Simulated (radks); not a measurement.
Effect of the nuclear size on the terbium ion Tb3+, [Xe] 4f8. Method: Dirac Kohn-Sham, relativistic LDA (MacDonald-Vosko exchange, VWN5 correlation), spin-unpolarised, spherical densities, finite nucleus; open shells are shared between the two j in proportion to 2j + 1; Fermi nuclear charge, rms radius 5.06 fm; computed with a radial shooting solver on a logarithmic mesh with Libxc functionals. The rms radius is varied about that value; shifts are against it.

rms radius (fm)  total energy shift (eV)  density at nucleus (e/bohr^3)  1s1/2 shift (meV)  2s1/2 shift (meV)  4p1/2 shift (meV)  5s1/2 shift (meV)  5p1/2 shift (meV)  4f7/2 shift (meV)  6s1/2 (empty) shift (meV)
4.2706                             -6.42                      7.085e+05              -2630               -341              0.354              -2.91              0.125              0.410                     -0.550
4.7362                             -2.73                      6.895e+05              -1120               -145              0.150              -1.24              0.053              0.174                     -0.234
5.06                                   0                      6.776e+05              0.000              0.000              0.000              0.000              0.000              0.000                      0.000
5.227                               1.46                      6.719e+05                597               77.7             -0.080              0.661             -0.028             -0.093                      0.125
6.2845                              11.5                        6.4e+05               4710                612             -0.630               5.21             -0.224             -0.735                      0.986

Slopes of the eigenvalues against <r^2> in GHz/fm^2, as finite differences over the two radii next to the reference (eigenvalue slopes, not the field-shift constants of lines): 1s1/2 84700, 2s1/2 11000, 4p1/2 -11.4, 5s1/2 93.8, 5p1/2 -4.04, 4f7/2 -13.2, 6s1/2 (empty) 17.8.
